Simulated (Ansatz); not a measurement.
Reaction (cleavage of the Si–P bond): `OP([SiH3])S` + `[OH][Sn][Cl]` → `[SiH3][O][Sn][Cl]` + `OPS`

Computed with Ansatz on PBE0-D4/def2-TZVP structures; ΔE is electronic, products minus reactants. CBS: MP2 limit from def2 TZ/QZ plus the TZ coupled-cluster correction, frozen cores. Functionals use def2-TZVPP. HSE06 is defined as in plane-wave codes. def2 core potentials past Kr. For Sn outer-core shells are correlated without core-valence functions, which leaves a few kJ/mol of doubt a bond. One conformer a species, not always the lowest.

CCSD(T)/CBS gives -103.5 kJ/mol.

Q: Another level gave -97.0 kJ/mol. Which?
A. ωB97X-V/def2-TZVPP
B. MP2/def2-TZVPP
C. BLYP/def2-TZVPP
D. HSE06-D4/def2-TZVPP

A: C. BLYP -97.0, MP2/def2-TZVPP -108.6, ωB97X-V -101.6, HSE06-D4 -86.5 kJ/mol.

Largest T1 diagnostic among the species: 0.017.

From r2SCAN to r2SCAN0 (25 % exact exchange), in def2-TZVPP and without D4, ΔE moves by −5.1 kJ/mol. Leaving LDA and LC-ωPBE aside and taking each functional with its dispersion term where it has one, the values, not all of them listed here, spread over 40.2 kJ/mol, from BHLYP-D4 to revPBE-D4. At CCSD(T), def2-SVP lies −8.4 kJ/mol from the extrapolated value and def2-TZVPP −2.4 kJ/mol.
